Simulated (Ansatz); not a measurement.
System: H₄BN₂O, net charge 0, doublet state. SMILES: [NH]B(N)O
Geometry: optimised at B3LYP-D3(BJ)/def2-TZVP (Ansatz, a quantum-chemistry and plane-wave program).

Wanted: atomisation energy, in kcal/mol. Terms: no spin-orbit coupling; six Cartesian d functions in 6-31G* and its kin unless marked 5d; non-relativistic; UHF or UKS for open shells; atomisation electronic, to ground-state atoms; dispersion terms only where a functional's name holds one; valence correlation only. CBS marks a two-point X^-3 extrapolation of the correlation energy; Hartree-Fock from the larger set. First-principles rows: single points at B3LYP-D3(BJ) geometries (Ansatz).

```json
[
 {"species": "[NH]B(N)O", "coefficient": "-1", "E at HF/6-31G* (Ansatz), Eh": "-210.84790", "E at B3LYP/def2-TZVPD (Ansatz), Eh": "-212.14222"},
 {"species": "B atom", "coefficient": "+1", "E at HF/6-31G* (Ansatz), Eh": "-24.52204", "E at B3LYP/def2-TZVPD (Ansatz), Eh": "-24.66397"},
 {"species": "H atom", "coefficient": "+4", "E at HF/6-31G* (Ansatz), Eh": "-0.49823", "E at B3LYP/def2-TZVPD (Ansatz), Eh": "-0.50215"},
 {"species": "N atom", "coefficient": "+2", "E at HF/6-31G* (Ansatz), Eh": "-54.38544", "E at B3LYP/def2-TZVPD (Ansatz), Eh": "-54.60405"},
 {"species": "O atom", "coefficient": "+1", "E at HF/6-31G* (Ansatz), Eh": "-74.78393", "E at B3LYP/def2-TZVPD (Ansatz), Eh": "-75.09698"}
]
```

Coupled cluster (Ansatz) is a level with limits of its own, used here on species with T1 under 0.025 (0.045 for open shells) and stable references: CCSD(T)/CBS(aug-cc-pVTZ,aug-cc-pVQZ). Value to compare with, CCSD(T)/CBS(aug-cc-pVTZ,aug-cc-pVQZ) (Ansatz): 725.9 kcal/mol. 1 Eh = 627.5095 kcal/mol.

**Question.** Compute it at each level from the table, and compare with CCSD(T)/CBS(aug-cc-pVTZ,aug-cc-pVQZ) (Ansatz).

**Answer.** 
- HF/6-31G*: the sum of coefficient times E is 0.77813 Eh, or 488.28 kcal/mol. Result: 488.3 kcal/mol. Its difference against CCSD(T)/CBS(aug-cc-pVTZ,aug-cc-pVQZ) (Ansatz) is -237.6 kcal/mol.
- B3LYP/def2-TZVPD: the sum of coefficient times E is 1.16457 Eh, or 730.78 kcal/mol. Result: 730.8 kcal/mol. Its difference against CCSD(T)/CBS(aug-cc-pVTZ,aug-cc-pVQZ) (Ansatz) is 4.9 kcal/mol.
